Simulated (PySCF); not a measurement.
PBE0-D3(BJ)/def2-SVP geometry optimisation, IEF-PCM water with PySCF 2.14 and geomeTRIC: [Mn(SeH)4]2-, charge -2, multiplicity 6. Start (model start, shaken):

```
9

Mn    0.0000    0.0045   -0.0041
Se    1.4762    1.4827    1.4747
H     0.5922    2.6620    1.6092
Se   -1.4989   -1.4822    1.4949
H    -0.5897   -2.6558    1.6161
Se   -1.4791    1.4694   -1.4964
H    -2.6704    0.5719   -1.6442
Se    1.4860   -1.5086   -1.4855
H     2.6442   -0.5941   -1.6543
```

```tsv
step	E − E(start) / kcal mol⁻¹	largest force / Eh bohr⁻¹
0	0.00	0.01019
1	-0.85	0.00404
2	-1.27	0.00287
3	-1.55	0.00053
4	-1.58	0.00022
5	-1.66	0.00100
6	-1.71	0.00178
7	-1.79	0.00173
8	-1.84	0.00067
9	-1.83	0.00093
10	-1.84	0.00056
11	-1.85	0.00059
12	-1.88	0.00036
13	-1.89	0.00017
```

The optimisation met its thresholds. End point:

```
9

Mn   -0.0060   -0.0052   -0.0126
Se    1.4729    1.5210    1.4435
H     0.3334    2.1140    2.1645
Se   -1.4808   -1.5336    1.4414
H    -0.3433   -2.1285    2.1637
Se   -1.5309    1.4750   -1.4665
H    -2.1331    0.3342   -2.1775
Se    1.5214   -1.4822   -1.4662
H     2.1270   -0.3448   -2.1799
```

Metal–donor distances, start → end: Se2 2.560 → 2.576 Å, Se4 2.589 → 2.574 Å, Se6 2.561 → 2.575 Å, Se8 2.587 → 2.574 Å.

No frequencies were computed, so the end point may be a saddle point.

The job took 23 min on one thread of Arm Neoverse V1 (shared host), with 179 basis functions and a peak of 1.4 GiB, launched as `OMP_NUM_THREADS=1 python lf_run.py task.json out`.
